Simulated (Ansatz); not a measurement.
C₃H₁₀S₃Si (SMILES CS[SiH](SC)SC), singlet, at a GFN2-xTB geometry, atoms displaced at random by about 0.08 Å a coordinate; R2SCAN/STO-3G, gradient in Ansatz (an electronic-structure program).

Input for Ansatz:
Ansatz 0.2 input:
```yaml
crystal:
  periodic: [false, false, false]
  atoms:
    - {symbol: Si, position_ang: [0.30851824, 0.06452231, -0.54867542]}
    - {symbol: S, position_ang: [-1.55638154, 1.24100484, -0.35785725]}
    - {symbol: C, position_ang: [-0.93985454, 2.81112527, -0.19225154]}
    - {symbol: S, position_ang: [-0.32119769, -2.11010494, -0.22567671]}
    - {symbol: C, position_ang: [-1.79208085, -2.14059552, -0.95453372]}
    - {symbol: S, position_ang: [1.67347307, 0.81761779, 0.77458270]}
    - {symbol: C, position_ang: [2.76967762, -0.61424404, 1.16806131]}
    - {symbol: H, position_ang: [0.73538211, 0.12851620, -1.80174439]}
    - {symbol: H, position_ang: [-0.46075007, 3.18970916, -0.98487315]}
    - {symbol: H, position_ang: [-1.88360826, 3.68908271, 0.03644236]}
    - {symbol: H, position_ang: [-0.01139428, 2.89664303, 0.73770021]}
    - {symbol: H, position_ang: [-1.61907678, -2.01872564, -1.95859446]}
    - {symbol: H, position_ang: [-2.29470942, -3.12298719, -0.65303540]}
    - {symbol: H, position_ang: [-2.57797964, -1.39801345, -0.62499034]}
    - {symbol: H, position_ang: [3.38058631, -0.37549248, 1.64352919]}
    - {symbol: H, position_ang: [3.25327436, -0.90119457, 0.10113469]}
    - {symbol: H, position_ang: [2.19766802, -1.61188054, 1.08756961]}
basis:
  gaussian:
    orbitals: STO-3G
hamiltonian:
  xc: r2scan
output: {forces: true}
```

### Question
Predict the main parts of the log of this Ansatz run.

### Answer

```
Functional definition: r2SCAN
748 factors; integrals over basis functions are off by at most 3.1e-5 eV
mean field evaluation 1: about -43157.9375 eV, gradient 2.0e1 eV
mean field evaluation 2: about -43156.5245 eV, gradient 2.8e1 eV
mean field evaluation 4: about -43159.6287 eV, gradient 6.9e-1 eV
mean field evaluation 8: about -43159.4915 eV, gradient 4.7e-2 eV
mean field -43159.49149006 eV, -1586.0820577055 hartree, gradient 4.0e-5 eV, S^2 0.000000; 0 other end points of the search recorded, 0 dependent functions left out
the calculation of the forces begins
reference -43159.49149844 eV, -1586.0820580138 hartree; 45, 45 occupied and 16, 16 virtual orbitals, 748 factors
Total energy: -43159.49149844 eV, -1586.0820580138 hartree
Atom 0 at     0.308518     0.064522    -0.548675 Å, force    -4.223477    -2.311095     2.909198 eV/Å
Atom 1 at    -1.556382     1.241005    -0.357857 Å, force    -1.080499    -4.032096    -0.542351 eV/Å
Atom 2 at    -0.939855     2.811125    -0.192252 Å, force    -0.483215     4.959043     8.310516 eV/Å
Atom 3 at    -0.321198    -2.110105    -0.225677 Å, force     7.118546     1.861010     4.021041 eV/Å
Atom 4 at    -1.792081    -2.140596    -0.954534 Å, force    -7.030289    -0.730990     1.499394 eV/Å
Atom 5 at     1.673473     0.817618     0.774583 Å, force     1.482270     0.895137     2.090733 eV/Å
Atom 6 at     2.769678    -0.614244     1.168061 Å, force   -20.950952   -10.161504   -23.262250 eV/Å
Atom 7 at     0.735382     0.128516    -1.801744 Å, force     1.394621     0.312887    -3.992459 eV/Å
Atom 8 at    -0.460750     3.189709    -0.984873 Å, force     2.469347     1.944005    -4.574682 eV/Å
Atom 9 at    -1.883608     3.689083     0.036442 Å, force     3.550908    -3.489684    -0.442460 eV/Å
Atom 10 at    -0.011394     2.896643     0.737700 Å, force    -3.663805     0.027463    -2.899855 eV/Å
Atom 11 at    -1.619077    -2.018726    -1.958594 Å, force    -0.898585    -0.155960    -3.949846 eV/Å
Atom 12 at    -2.294709    -3.122987    -0.653035 Å, force     0.750676     1.031336    -1.280336 eV/Å
Atom 13 at    -2.577980    -1.398013    -0.624990 Å, force     0.888606    -0.219256    -0.306693 eV/Å
Atom 14 at     3.380586    -0.375492     1.643529 Å, force    19.995967     6.930812    17.206542 eV/Å
Atom 15 at     3.253274    -0.901195     0.101135 Å, force    -0.070982     1.513687     2.497911 eV/Å
Atom 16 at     2.197668    -1.611881     1.087570 Å, force     0.750862     1.625206     2.715596 eV/Å
Dipole moment:     0.176609    -0.046345    -0.199455 e Å
```
